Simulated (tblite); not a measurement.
C9H6ClP.
SMILES: `Clc1pccc2ccccc12`

Method: GFN2-xTB as coded in tblite; computed harmonic values from a numerical Hessian at the method's own geometry, unscaled. The method is semi-empirical: single wavenumbers can be off by several per cent or more.

Harmonic wavenumbers (cm⁻¹): 82.5, 120.2, 185.2, 209.5, 309.4, 355.3, 359.7, 374.1, 405.1, 480.5, 501.4, 529.6, 614.9, 679.7, 691.8, 753.9, 785.3, 806.0, 833.1, 873.4, 885.3, 908.6, 918.9, 927.3, 1017.6, 1091.5, 1141.9, 1181.6, 1182.5, 1217.5, 1251.2, 1293.4, 1353.0, 1391.4, 1405.1, 1452.7, 1511.3, 1561.4, 1604.5, 3037.0, 3054.4, 3074.2, 3082.4, 3093.1, 3107.1.

A = 1304, B = 807.7, C = 498.7 MHz; mass 179.990 u (most abundant isotopes); point group Cs, symmetry number 1.

**Question.** Zero-point energy?

**Answer.** ½Σν̃ = 25848 cm⁻¹ = 309.21 kJ/mol.

**Question.** What is S at 273.15 K and 1 bar for an ideal gas of classical rigid rotors and harmonic oscillators?

**Answer.** Translation 171.80, rotation 127.75, vibration 81.60: S = 381.1 J/(mol K).

**Question.** And Cp and H(273.15 K) − H(0)?

**Answer.** Cp = 144.44 J/(mol K), of which vibrations give 111.18 (their classical limit is 45 R = 374.2); H(273.15 K) − H(0) = 22.42 kJ/mol without the zero-point energy, 13.34 from vibrations.

**Question.** How do the functions run with temperature in this model?

**Answer.** 
```tsv
T (K)	S (J/(mol K))	Cp (J/(mol K))	H − H(0) (kJ/mol)	G − H(0) (kJ/mol)	ln q(vib)
50	247.5	44.0	1.83	-10.55	0.14
100	283.9	63.7	4.51	-23.88	0.72
298.15	394.3	156.1	26.18	-91.38	4.49
373.15	432.9	188.8	39.14	-122.41	6.18
500	494.8	234.1	66.10	-181.31	9.17
750	601.7	291.6	132.50	-318.79	15.06
1000	690.6	325.4	209.97	-480.67	20.59
```

q(vib) and H(0) count from the zero-point level.

**Question.** Blend soft modes into free rotors: weight 1/[1 + (100 cm⁻¹/ν̃)⁴] for the oscillator and the rest for a rotor with moment μB/(μ + B), μ = h/(8π²ν), B = 10⁻⁴⁴ kg m². What vibrational entropy results?

**Answer.** 79.26 J/(mol K) in place of 81.60, which changes −T·S at 273.15 K by +0.64 kJ/mol.

Hindered rotation and anharmonicity are outside this model.

On one thread of an Arm Neoverse V1, no GPU, shared host with 32 logical CPUs at a one-minute load of 16, this took 0.87 s wall. This covers the Hessian and the dipole derivatives.
